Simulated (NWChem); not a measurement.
System: C3H3F; SMILES C=C=CF

```xyz
7

C      0.2284     1.8661     0.0000
C     -0.1117     0.6036     0.0000
C     -0.4980    -0.6475     0.0000
F      0.3506    -1.6785     0.0000
H      0.3791     2.4181    -0.9354
H      0.3791     2.4181     0.9354
H     -1.5491    -0.9537     0.0000
```
Atoms are numbered in this order, from 1.

Program: NWChem. All runs use the structure optimised with PBE0/def2-SVP. GIAO values for the isolated, static molecule; σ is the absolute isotropic shielding, δ = σ(reference) − σ with the isolated reference molecule computed at the same levels (13C: tetramethylsilane, 19F: trichlorofluoromethane, 1H: tetramethylsilane).

For level PBE0/pcSseg-1:

| Quantity | Value |
|---|---|
| δ C1 (ppm) | 99.3 |
| δ C2 (ppm) | 217.4 |
| δ C3 (ppm) | 137.2 |
| δ F4 (ppm) | -176.5 |
| δ H5 (ppm) | 5.87 |

**Question.** How do the values read with level KT2/pcSseg-1 instead?

**Answer.** The δ C1 (ppm) comes out as 92.0 and the δ C2 (ppm) is 203.6. The δ C3 (ppm) is 131.1 and the δ F4 (ppm) is -195.0. The δ H5 (ppm) is 5.76.
